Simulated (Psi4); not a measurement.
C₂H₆BFO (SMILES COB(C)F), singlet, at a GFN2-xTB geometry.

Input for Psi4:
```
memory 2 GB

molecule {
0 1
  B    -0.02726911    0.00952520    0.51280596
  F    -0.42472207   -0.56170126    1.65631313
  C     0.75389314    1.39538477    0.57643490
  H     1.73902482    1.32154115    0.12048735
  H     0.88773193    1.71693558    1.60441521
  H     0.21571706    2.18165229    0.05086812
  O    -0.35905890   -0.69644921   -0.56651743
  C    -0.08104491   -0.35917147   -1.90116308
  H     0.55461067   -1.13689844   -2.33002145
  H    -1.02384698   -0.32798179   -2.45118360
  H     0.42098833    0.60675044   -1.98490499
}

set basis cc-pvdz
set freeze_core true

energy('ccsd(t)')
print_variables()
```

**Question.** What is the computed nuclear repulsion energy (Psi4 1.11 with CCSD(T)/cc-pVDZ)?

**Answer.** 171.2381 Eh

**Question.** Give the number of basis functions at the level CCSD(T)/cc-pVDZ.

**Answer.** 100

**Question.** What coupled-cluster correlation energy (without the perturbative part) does CCSD(T)/cc-pVDZ give?

**Answer.** -0.7805 Eh

**Question.** Give the total energy at the level CCSD(T)/cc-pVDZ.

**Answer.** -7595.9625 eV

**Question.** Predict the MP2 correlation energy from CCSD(T)/cc-pVDZ.

**Answer.** -0.7370 Eh

**Question.** Roughly what does it cost on one core?

**Answer.** around 100 core-seconds (rough).
